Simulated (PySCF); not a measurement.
**Relaxation of doublet GeCl₃**

Computed with UPBE0/[Ge def2-TZVP, Cl def2-TZVP], no relativity, density fitting, PySCF. A (50,194) grid was used.

A hand-made trigonal pyramidal start, of C3v symmetry, held to at least that symmetry:

```xyz
4
charge 0 multiplicity 2, angstrom
Ge    0.0000    0.0000   -0.6059
Cl    1.9425    0.0000    0.4269
Cl   -0.9712    1.6822    0.4269
Cl   -0.9712   -1.6822    0.4269
```

Task: What does it relax to?

Result: It ends at C3v with Ge–Cl 2.149 Å (×3); Cl–Ge–Cl 108.7° (×3) (after a last refinement on a finer grid). A frequency run shows a minimum.

Task: How much energy is released, and in how many steps?

Result: 25.9 kJ/mol in 3 steps.

The relaxation took 22 s on 4 threads of a shared Arm Neoverse V2 host, with 159 basis functions and 4 gradients; the process peaked at 0.91 GiB.
